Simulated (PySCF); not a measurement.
**Orbital picture of TeF**

r²SCAN0 at R = 1.940 Å; basis Te x2c-SVPall, F x2c-SVPall; spin-free X2C with a Gaussian nucleus; PySCF 2.14. State: ²Π (doublet), unpaired electrons π ↑. Only the outer orbitals are listed, counted within each symmetry.

```tsv
spin	orbital	occ.	ε (eV)	on Te (%)	main shells (%)
α	11σ	1	-32.62	5	94 F s
α	12σ	1	-18.28	85	85 Te s, 11 F p
α	13σ	1	-12.33	32	67 F p, 20 Te p, 11 Te s
α	6π	1	-12.21	13	87 F p, 11 Te p
α	6π	1	-11.89	9	91 F p
α	7π	1	-8.03	89	89 Te p, 11 F p
α	7π	1	-6.86	93	92 Te p
α	14σ	0	-2.34	86	78 Te p, 15 F p
α	15σ	0	5.12	101	99 Te s
α	3δ	0	8.49	100	99 Te d
β	11σ	1	-32.45	5	94 F s
β	12σ	1	-17.24	80	80 Te s, 16 F p
β	13σ	1	-12.08	36	63 F p, 20 Te p, 16 Te s
β	6π	1	-11.81	9	91 F p
β	6π	1	-11.55	8	92 F p
β	7π	1	-6.53	93	93 Te p
β	7π	0	-4.06	94	94 Te p
β	14σ	0	-1.93	87	78 Te p, 14 F p
β	15σ	0	5.56	101	100 Te s
```

Question: Which are the highest filled and the lowest empty level, where do they sit, and how wide is the gap?

Answer: Highest filled β 7π at -6.53 eV (in %: 93 Te p); lowest empty β 7π at -4.06 eV (in %: 94 Te p); the gap at r²SCAN0 is 2.47 eV. Both belong to one degenerate shell, split only by its one-sided filling, so this is no excitation gap.

| Item | Value |
| --- | --- |
| bond order (Mayer) | 0.89 |
| ⟨S²⟩ | 0.754 |
| charge on Te (Mulliken, basis-dependent) | 0.44 |
| charge on Te (Löwdin, basis-dependent) | 0.34 |
| dipole moment (positive dipole means Te(−)F(+)) | -2.44 D |

Shares are Mulliken populations and can fall outside 0 to 100 %.

Spin–orbit coupling is left out. The state was picked by a PBE0 search and need not be the measured ground state.
